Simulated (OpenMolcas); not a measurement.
# Co7+, Rh7+, Ir7+: d2 down the group

```yaml
Program: OpenMolcas
Method: SS-CASPT2, IPEA 0.25 Eh, imaginary shift 0.1 Eh
Basis: ANO-R3
Scalar_Hamiltonian: X2C, finite nucleus
Spin-orbit_coupling: RASSI with atomic mean-field integrals over the reference wave functions, term energies averaged over their components
```

Active space for each ion: 2 electrons in 5 orbitals (d); closed shells correlated by CASPT2: Co7+ 3s 3p; Rh7+ 4s 4p; Ir7+ 5s 5p.

Computed levels in cm-1 above 3F2:

```
                               Level   Co7+   Rh7+   Ir7+
                                 3F3   1403   3390  12340
                                 3F4   3130   6970  21250
                                 3P0  23050  16220  17940
                                 3P1  23570  17740  25740
                                 3P2  24770  21250  38630
                                 1G4  32840  24440  36180
                                 1S0  75940  54150  65400
weight of 3F in the lowest level (%)    100     97     86
```

Mixed levels, with the weight of the term that names them: Rh7+ 3P2 (74 %), Ir7+ 3P2 (58 %).

Measured, with the error of the calculation in %. Measured levels: Co7+ from Sugar and Corliss, J. Phys. Chem. Ref. Data 10, 1097 (1981); Ir7+ from van het Hof, Joshi, Wyart and Sugar, J. Res. Natl. Inst. Stand. Technol. 100, 687 (1995).

```
Level          Co7+          Ir7+
  3F3   1430 (-1.9)  12672 (-2.6)
  3F4   3144 (-0.6)  21615 (-1.7)
  3P0  22304 (+3.3)  17254 (+4.0)
  3P1  22839 (+3.2)  25221 (+2.1)
  3P2  24055 (+3.0)  38878 (-0.6)
  1G4  32360 (+1.5)  36253 (-0.2)
  1S0  74247 (+2.3)  65022 (+0.6)
```

The fine-structure level 3F4 changes by a factor of 6.79 from Co7+ to Ir7+.

Without spin-orbit coupling 3P lies 22170, 14350, 13410 cm-1 above 3F in that order; the difference to the level 3P0, of either sign, comes from spin-orbit coupling, which also lowers the zero.

CASPT2 breaks the degeneracy within a term, and the mean is taken; among the terms shown or strongly mixed into the levels shown the widest spread is 880 cm-1 (3d2 3F, Co7+). Measured partners are found by configuration, term and J. A level has none where our copy of the source lacks it or the pairing is in doubt (some pairs that miss far off the trend of their configuration count as doubtful), and it then counts in no deviation. Only configurations of the active space appear.
